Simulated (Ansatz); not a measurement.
```yaml
crystal:
  periodic: [false, false, false]
  atoms:
    - {symbol: O, position_ang: [-1.056945, 1.920065, -2.412731]}
    - {symbol: W, position_ang: [0.616851, 0.264077, 0.225333]}
    - {symbol: O, position_ang: [0.521974, -3.235338, -0.273070]}
    - {symbol: S, position_ang: [-1.114919, 1.186068, 3.724746]}
    - {symbol: S, position_ang: [4.457529, 1.442566, 0.230712]}
    - {symbol: H, position_ang: [-2.720095, 2.627136, -2.235043]}
    - {symbol: H, position_ang: [-0.588555, -4.333265, 0.653694]}
basis:
  gaussian: {orbitals: def2-TZVP}
hamiltonian: {xc: {name: HF}}
```

```sh
$ ansatz run in.yaml --threads 4 --pin off --events-out ev --progress --plain --max-ram 10444MiB
```

Shortened log:

```
Functional definition: HF
1605 factors; their error is unknown
mean field evaluation 1: about -27425.8391 eV, gradient 1.1e2 eV
mean field evaluation 2: about -26472.3918 eV, gradient 5.0e2 eV
mean field evaluation 4: about -27018.0952 eV, gradient 3.8e2 eV
mean field evaluation 8: about -27501.1545 eV, gradient 5.6e1 eV
mean field evaluation 16: about -27518.9901 eV, gradient 9.3e-1 eV
mean field evaluation 32: about -27519.8943 eV, gradient 1.5e-2 eV
mean field evaluation 64: about -27519.8841 eV, gradient 2.4e-2 eV
mean field evaluation 96: about -27519.8663 eV, gradient 6.0e-2 eV
mean field evaluation 128: about -27519.8547 eV, gradient 5.2e-2 eV
mean field evaluation 192: about -27519.8341 eV, gradient 1.5e-1 eV
mean field evaluation 256: about -27518.5590 eV, gradient 2.4e-1 eV
mean field evaluation 576: about -27519.8822 eV, gradient 3.1e-2 eV
mean field -27519.89224384 eV, -1011.3373863082 hartree, gradient 7.5e-6 eV, S^2 0.000000; 3 other end points of the search recorded, 0 dependent functions left out
reference -27519.89224384 eV, -1011.3373863082 hartree; 32, 32 occupied and 156, 156 virtual orbitals, 1605 factors
Total energy: -27519.89224384 eV, -1011.3373863082 hartree
```

**Question.** What is wrong with this run?

**Answer.** The coordinates are in bohr but typed as ångström. The calculation finished and met its thresholds. The result belongs to that input, not to the molecule as meant.
